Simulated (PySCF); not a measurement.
# Ionisation energy of Ti⁺ by level of theory

Ti⁺ [Ar] 3d2 4s1 (4F) → Ti²⁺ [Ar] 3d2 (3F), as a difference of total energies. Computed with PySCF 2.14 in aug-cc-pVTZ (8s7p5d3f2g, 93 functions), with no relativity, point nucleus. Correlated levels: valence: [Ar] frozen. The calculations carry no spin-orbit coupling.

Task: Order these methods by the ionisation energy they give, lowest first.
A. r2SCANh
B. PBE
C. r2SCAN
D. SCS-MP2 (valence)

Result: D (12.911 eV), A (13.686 eV), C (13.734 eV), B (13.921 eV).

These non-relativistic numbers lack the scalar-relativistic shift.

Errors of the correlated levels include the incompleteness of this basis and the frozen core.

For comparison: 13.575 eV (measured; NIST Atomic Spectra Database, ionization energies).
